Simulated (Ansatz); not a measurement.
B8H13⁻: single points at one geometry.

```yaml
crystal:
  periodic: [false, false, false]
  atoms:
    - {symbol: B, position_ang: [1.172210, -0.550155, -0.075274]}
    - {symbol: B, position_ang: [0.557467, 0.803254, -1.034743]}
    - {symbol: B, position_ang: [-0.194282, -1.598992, 0.560347]}
    - {symbol: B, position_ang: [-1.801886, -1.261073, -0.265931]}
    - {symbol: B, position_ang: [0.495192, -0.378182, 1.589252]}
    - {symbol: B, position_ang: [0.783277, 0.961596, 0.659182]}
    - {symbol: B, position_ang: [-0.270741, -0.897189, -1.089498]}
    - {symbol: B, position_ang: [0.386840, 2.425218, -0.174460]}
    - {symbol: H, position_ang: [-2.380484, -2.195731, -0.786377]}
    - {symbol: H, position_ang: [0.875740, -0.447922, 2.729757]}
    - {symbol: H, position_ang: [1.164767, 3.166777, -0.723752]}
    - {symbol: H, position_ang: [-1.553350, -1.652208, 0.940649]}
    - {symbol: H, position_ang: [1.307021, 1.022841, -1.947961]}
    - {symbol: H, position_ang: [-0.044574, -1.445349, -2.140243]}
    - {symbol: H, position_ang: [1.178477, 2.131348, 1.014360]}
    - {symbol: H, position_ang: [2.279521, -0.982582, -0.265540]}
    - {symbol: H, position_ang: [-2.465954, -0.272664, 0.001992]}
    - {symbol: H, position_ang: [0.125382, -2.763640, 0.668865]}
    - {symbol: H, position_ang: [-0.653045, 0.403555, -1.354374]}
    - {symbol: H, position_ang: [-0.604184, 2.926389, 0.312003]}
    - {symbol: H, position_ang: [-0.357396, 0.604708, 1.381747]}
basis:
  gaussian: {orbitals: def2-TZVPD, initial_orbitals: start.molden}
total_charge: -1
hamiltonian: {xc: r2scan, dispersion: d4}
scf: {omitted_lower_state_checks: [starts]}
output: {forces: true, orbitals: {seedname: orbitals}}
```

The file start.molden holds the orbitals of an earlier run on this structure, at another level or in another basis.

```sh
$ ansatz run in.yaml --threads 4 --pin off --events-out ev --progress --plain --max-ram 4787MiB
```

Shortened log:

```
Functional definition: r2SCAN
1983 factors; their error is unknown
mean field evaluation 1: about -5621.7875 eV, gradient 5.8e0 eV
mean field evaluation 2: about -5621.8496 eV, gradient 5.7e-2 eV
mean field evaluation 4: about -5621.8272 eV, gradient 3.8e-4 eV
mean field -5621.82716663 eV, -206.5983377624 hartree, gradient 1.5e-5 eV, S^2 0.000000; 0 other end points of the search recorded, 0 dependent functions left out
reference -5621.82719800 eV, -206.5983389150 hartree; 27, 27 occupied and 386, 386 virtual orbitals, 1983 factors
Total energy: -5621.99386280 eV, -206.6044637334 hartree
Atom 0 at     1.172210    -0.550155    -0.075274 Å, force     0.063958     0.037747    -0.036462 eV/Å
Atom 1 at     0.557467     0.803254    -1.034743 Å, force     0.094138     0.003889    -0.017005 eV/Å
Atom 2 at    -0.194282    -1.598992     0.560347 Å, force     0.050057    -0.070578     0.028009 eV/Å
Atom 3 at    -1.801886    -1.261073    -0.265931 Å, force    -0.089413    -0.007656     0.027328 eV/Å
Atom 4 at     0.495192    -0.378182     1.589252 Å, force     0.017347     0.054600    -0.003922 eV/Å
Atom 5 at     0.783277     0.961596     0.659182 Å, force    -0.010818    -0.042693    -0.043447 eV/Å
Atom 6 at    -0.270741    -0.897189    -1.089498 Å, force     0.000257    -0.086104    -0.040282 eV/Å
Atom 7 at     0.386840     2.425218    -0.174460 Å, force    -0.005501     0.102247     0.015105 eV/Å
Atom 8 at    -2.380484    -2.195731    -0.786377 Å, force     0.107268     0.163352     0.090664 eV/Å
Atom 9 at     0.875740    -0.447922     2.729757 Å, force    -0.072911     0.026717    -0.223329 eV/Å
Atom 10 at     1.164767     3.166777    -0.723752 Å, force    -0.145153    -0.150715     0.105048 eV/Å
Atom 11 at    -1.553350    -1.652208     0.940649 Å, force     0.028815     0.021210    -0.102956 eV/Å
Atom 12 at     1.307021     1.022841    -1.947961 Å, force    -0.147095    -0.042579     0.170303 eV/Å
Atom 13 at    -0.044574    -1.445349    -2.140243 Å, force    -0.033887     0.108969     0.196247 eV/Å
Atom 14 at     1.178477     2.131348     1.014360 Å, force    -0.052503    -0.117876    -0.047140 eV/Å
Atom 15 at     2.279521    -0.982582    -0.265540 Å, force    -0.209829     0.085748     0.043196 eV/Å
Atom 16 at    -2.465954    -0.272664     0.001992 Å, force     0.114209    -0.175430    -0.058185 eV/Å
Atom 17 at     0.125382    -2.763640     0.668865 Å, force    -0.059324     0.216015    -0.024740 eV/Å
Atom 18 at    -0.653045     0.403555    -1.354374 Å, force     0.087279    -0.006128     0.004574 eV/Å
Atom 19 at    -0.604184     2.926389     0.312003 Å, force     0.184588    -0.087668    -0.084583 eV/Å
Atom 20 at    -0.357396     0.604708     1.381747 Å, force     0.078518    -0.033067     0.001578 eV/Å
Dipole moment:     0.350821     0.478060     0.244305 e Å
Checks for a lower state left out: starts
```

Run time 14 s (4 threads of Arm Neoverse V2 on a shared host).

As the first input, with `hamiltonian: {xc: pbe, dispersion: d4}`, `output: {orbitals: {seedname: orbitals}}` (abridged; 7.5 s):

```
Functional definition: PBE
mean field -5615.89826876 eV, -206.3804547844 hartree, gradient 1.1e-5 eV, S^2 0.000000
Total energy: -5616.55250979 eV, -206.4044976988 hartree
Checks for a lower state left out: starts
```

The first input with `hamiltonian: {xc: {name: CAM-B3LYP}, dispersion: d4}`, `output: {orbitals: {seedname: orbitals}}` (abridged; 15 s):

```
Functional definition: CAM-B3LYP
mean field -5620.45254523 eV, -206.5478213576 hartree, gradient 1.3e-5 eV, S^2 0.000000
Total energy: -5621.01762384 eV, -206.5685876136 hartree
Checks for a lower state left out: starts
```

As the first input, with `gaussian: {orbitals: def2-SVPD, initial_orbitals: start.molden}`, `hamiltonian: {xc: pbe, dispersion: d4}`, `output: {orbitals: {seedname: orbitals}}` (abridged; 4.6 s):

```
Functional definition: PBE
mean field -5610.42837600 eV, -206.1794399331 hartree, gradient 7.8e-6 eV, S^2 0.000000
Total energy: -5611.08259825 eV, -206.2034821573 hartree
Checks for a lower state left out: starts
```

Geometry: r2SCAN-D4/def2-SVPD.

The structure comes from a short search, and lower isomers may exist.
